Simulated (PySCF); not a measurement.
## Ionisation energy of Cr⁺ by level of theory

Cr⁺ [Ar] 3d5 (6S) → Cr²⁺ [Ar] 3d4 (5D), as a difference of total energies. Calculation: PySCF 2.14, in cc-pVDZ-DK (6s5p3d1f, 43 functions); scalar relativity by spin-free X2C-1e. Correlated levels: valence: [Ar] frozen. The calculations carry no spin-orbit coupling.

| method | ionisation energy (eV) |
| --- | --- |
| UHF | 15.065 |
| TPSS | 16.796 |
| BP86 | 17.117 |
| MP2 (valence) | 15.993 |
| SCS-MP2 (valence) | 15.374 |

Task: How much does correlation contribute at MP2 (valence)?

Result: 15.993 − (15.065) = 0.928 eV, measured against UHF.

The reference lies between the lowest fine-structure levels, while these numbers refer to the centres of the terms.

Errors of the correlated levels include the incompleteness of this basis and the frozen core.

For comparison: 16.486 eV (measured; NIST Atomic Spectra Database, ionization energies).
